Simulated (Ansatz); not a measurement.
`[OH][Ge]([SiH3])([Cl])[Cl]` + H₂O → `[OH][Ge]([OH])([SiH3])[Cl]` + HCl  (formal hydrolysis of a Ge–Cl bond)

Gas-phase electronic energies from Ansatz, PBE0-D4/def2-TZVP geometries. CCSD(T)/CBS adds triple-zeta CCSD(T) − MP2 to the extrapolated MP2 energy (def2 sets, frozen cores). This one scheme is used for every species. For Ge outer-core shells are correlated without core-valence functions, which leaves a few kJ/mol of doubt a bond. Scalar relativity is left out up to krypton. Each species was taken in one conformer, which may not be the lowest.

```json
{"species": "`[OH][Ge]([SiH3])([Cl])[Cl]`", "CCSD(T)/CBS(def2) energy (Eh)": "-3362.44616"}
{"species": "H₂O", "CCSD(T)/CBS(def2) energy (Eh)": "-76.37941"}
{"species": "`[OH][Ge]([OH])([SiH3])[Cl]`", "CCSD(T)/CBS(def2) energy (Eh)": "-2978.42975"}
{"species": "HCl", "CCSD(T)/CBS(def2) energy (Eh)": "-460.38127"}
```

Problem. Work out ΔE.

Solution. ΔE = (-2978.42975) + (-460.38127) − (-3362.44616) − (-76.37941) = 0.01455 Eh = +38.2 kJ/mol.

Problem. What do rigid-rotor, harmonic-oscillator terms from PBE0-D4/def2-TZVP frequencies (298.15 K, 1 bar) make of the CCSD(T)/CBS value? (An estimate is asked.)

Solution. Computed: ΔZPE = -6.2 kJ/mol, ΔH = +31.3 kJ/mol, ΔS = -4 J/(mol·K), ΔG = +32.6 kJ/mol.

Largest T1 diagnostic among the species: 0.012.

The D4 term adds +3.6 kJ/mol with B3LYP and +1.9 kJ/mol with PBE0; it sums over pairs of atoms, weighted by their polarisabilities, and B3LYP, whose exchange is more repulsive, gets the larger term. At CCSD(T), def2-SVP lies −9.5 kJ/mol from the extrapolated value and def2-TZVPP −4.6 kJ/mol.

B3LYP here is the variant with VWN-RPA as its local correlation; programs differ in this.
